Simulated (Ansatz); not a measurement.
Ligand exchange: Se(CH3)2 + SiH3(GeH3) → Se(CH3)(SiH3) + GeH3(CH3)

Species: Se(CH3)2, singlet; SiH3(GeH3), singlet; Se(CH3)(SiH3), singlet; GeH3(CH3) (methyl germane), singlet. The partners trade CH3 for SiH3: Se–CH3 and Ge–SiH3 bonds give way to Se–SiH3 and Ge–CH3.

Shapes, held fixed at every level: PBE0-D4/def2-TZVP. Programs: Ansatz 0.2.0. The zero-point and thermal change to 298 K, harmonic and unscaled (PBE0-D4/def2-TZVP), is +0.5 kJ/mol.

```csv
level,kind,ΔH(298 K) (kJ/mol),less CCSD(T)/def2-TZVPP,CPU time (sum over the molecules)
HF/def2-SVP,Hartree–Fock,-75.6,-7.3,–
SPW92/def2-TZVPP,LDA,-60.9,+7.4,10 s
r2SCAN-D4/def2-TZVPP,meta-GGA,-68.0,+0.3,39 s
PBE0-D4/def2-TZVPP,global hybrid,-65.4,+2.9,25 s
r2SCAN0-D4/def2-TZVPP,global hybrid,-70.3,-2.0,40 s
B2PLYP/def2-TZVPP,double hybrid,-68.8,-0.5,45 s
CCSD(T)/def2-TZVPP,coupled cluster or CI,-68.3,0.0,8.2 min
```

The highest level, CCSD(T)/def2-TZVPP, gives ΔH(298 K) = -68.3 kJ/mol; the levels span -75.6 to -60.9. The column of differences is taken from that level and isn't an error. No measured value is set beside it here. Relativity is left out for Ge, Se unless named. Correlated rows may include outer-core shells of Ge, Se, which these sets cover unevenly. Times are processor times on shared x86 and Arm servers, and rough.
